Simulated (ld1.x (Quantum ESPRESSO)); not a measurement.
**An all-electron radial function and its pseudo partner (Tc)**

Columns: radius, all-electron u(r) and pseudo u(r) of the 5s shell (level -18.62 eV) of technetium in the configuration [Ar] 3d10 4s2 4p6 4d5 5s0 5p0; BLYP, scalar-relativistic, TM semilocal scheme, ld1.x (Quantum ESPRESSO) 7.5.

```json
{"r (bohr)": "0.105", "all-electron": "-0.1413", "pseudo": "0.0299"}
{"r (bohr)": "0.210", "all-electron": "0.0976", "pseudo": "0.0589"}
{"r (bohr)": "0.315", "all-electron": "0.2166", "pseudo": "0.0862"}
{"r (bohr)": "0.420", "all-electron": "0.1078", "pseudo": "0.1113"}
{"r (bohr)": "0.525", "all-electron": "-0.0786", "pseudo": "0.1334"}
{"r (bohr)": "0.630", "all-electron": "-0.2365", "pseudo": "0.1526"}
{"r (bohr)": "0.735", "all-electron": "-0.3255", "pseudo": "0.1692"}
{"r (bohr)": "0.840", "all-electron": "-0.3436", "pseudo": "0.1839"}
{"r (bohr)": "0.945", "all-electron": "-0.3042", "pseudo": "0.1981"}
{"r (bohr)": "1.050", "all-electron": "-0.2249", "pseudo": "0.2134"}
{"r (bohr)": "1.155", "all-electron": "-0.1222", "pseudo": "0.2316"}
{"r (bohr)": "1.260", "all-electron": "-0.0092", "pseudo": "0.2548"}
{"r (bohr)": "1.365", "all-electron": "0.1046", "pseudo": "0.2848"}
{"r (bohr)": "1.470", "all-electron": "0.2130", "pseudo": "0.3230"}
{"r (bohr)": "1.575", "all-electron": "0.3121", "pseudo": "0.3698"}
{"r (bohr)": "1.680", "all-electron": "0.3997", "pseudo": "0.4241"}
{"r (bohr)": "1.785", "all-electron": "0.4748", "pseudo": "0.4822"}
{"r (bohr)": "1.890", "all-electron": "0.5374", "pseudo": "0.5386"}
{"r (bohr)": "1.995", "all-electron": "0.5879", "pseudo": "0.5879"}
{"r (bohr)": "2.100", "all-electron": "0.6269", "pseudo": "0.6269"}
{"r (bohr)": "2.205", "all-electron": "0.6556", "pseudo": "0.6556"}
{"r (bohr)": "2.310", "all-electron": "0.6748", "pseudo": "0.6748"}
{"r (bohr)": "2.415", "all-electron": "0.6856", "pseudo": "0.6856"}
{"r (bohr)": "2.520", "all-electron": "0.6892", "pseudo": "0.6892"}
{"r (bohr)": "2.625", "all-electron": "0.6865", "pseudo": "0.6865"}
{"r (bohr)": "2.730", "all-electron": "0.6784", "pseudo": "0.6784"}
```

Q: How many radial nodes do the two functions have?

A: The all-electron 5s function has n − l − 1 = 4 (the table is too coarse to show those close to the nucleus); the pseudo-wave has 0, since the states of the same l below it are removed with the core.

Q: At about which radius was the pseudo-wave matched?

A: 2.10 bohr, where the columns begin to agree (steps of 0.10 bohr).

Q: Is the pseudo-wave norm-conserving?

A: Yes: the TM semilocal scheme keeps the norm inside the radius equal to the all-electron one, which fixes the energy derivative of the logarithmic derivative at the level.
